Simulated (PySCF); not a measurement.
Spectrum to structure. Method used: TDDFT CAM-B3LYP/def2-SVPD, vertical, gas phase, core orbitals frozen in the response in PySCF 2.14.0, density-fitted response routines. Geometries: GFN2-xTB, one conformer each.

```csv
state,E (eV),λ (nm),f
S1,4.85,255.5,0.012
S2,5.14,241.4,0.018
S3,5.24,236.8,0.113
S4,5.59,221.8,0.0004
S5,6.16,201.1,0.305
S6,6.53,189.8,0.0009
S7,6.67,185.8,0.476
S8,7.03,176.4,0.0025
```

Triplets computed (Tamm–Dancoff): 3.22, 4.15, 4.16 eV.

Problem. Which structure fits?
A. `FC(F)(F)c1cccpc1`
B. `CC1=C(C(F)(F)F)NN=N1`
C. `c1cnn(CC(F)(F)F)n1`

Solution. A. Its S1, at 4.85 eV, is the lowest among the candidates; the nearest of the others has S1 at 5.54 eV. S1 is HOMO→LUMO+1 (59%), HOMO-2→LUMO (36%). Löwdin shares by element: HOMO carbon 49% or more, phosphorus 30% (atoms not listed hold the other 22%); LUMO carbon 46% or more, phosphorus 34% (atoms not listed hold the other 20%). At the same level the other candidates give, for their lowest levels:
- `FC(F)(F)Cn1nccn1`: 6.41 eV (f 0.000); 6.66 eV (f 0.203); 7.34 eV (f 0.012); 7.52 eV (f 0.037); 7.99 eV (f 0.046); T1 5.00 eV; HOMO -9.51, LUMO 0.46 eV
- `Cc1nn[nH]c1C(F)(F)F`: 5.54 eV (f 0.005); 6.44 eV (f 0.143); 7.05 eV (f 0.006); 7.24 eV (f 0.018); 7.40 eV (f 0.001); T1 4.31 eV; HOMO -9.37, LUMO 0.10 eV

Conformer computed: `[F:1][C:2]([F:3])([F:4])[c:5]1[cH:6][cH:7][cH:8][p:9][cH:10]1`: F1–C2–C5–C6 150°.
